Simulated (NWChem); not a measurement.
System: CdSiH$_{3}$Cl; SMILES [Cl][Cd][SiH3]

Here is an NWChem input.

```
start job
memory heap 200 mb stack 900 mb global 1100 mb
geometry units angstroms noautoz
  Cd    -0.380578     0.228942    -0.000433
  Cl     0.102077     2.485251    -0.000699
  Si    -0.901662    -2.201940    -0.000156
  H     -1.656603    -2.575974    -1.235877
  H     -1.736008    -2.558714     1.188717
  H      0.356722    -3.008854     0.046813
end
basis spherical
  Cd library def2-svp
  Cl library def2-svp
  Si library def2-svp
  H library def2-svp
end
ecp
  Cd library def2-ecp
end
dft
  xc b3lyp
  iterations 150
  mulliken
end
task dft energy
```

All runs use the structure optimised with PBE0/def2-SVP. def2 effective core potentials on Cd; no spin-orbit coupling.

### Question
Predict the main results of this run. (B3LYP/def2-SVP with def2 effective core potentials on Cd.) Quantities: energy (Ha); highest occupied level (eV); orbital gap (eV); dipole (D).

### Answer
The energy (Ha) is -919.13 and the highest occupied level (eV) is -7.83. The orbital gap (eV) is 6.61 and the dipole (D) is 2.44.
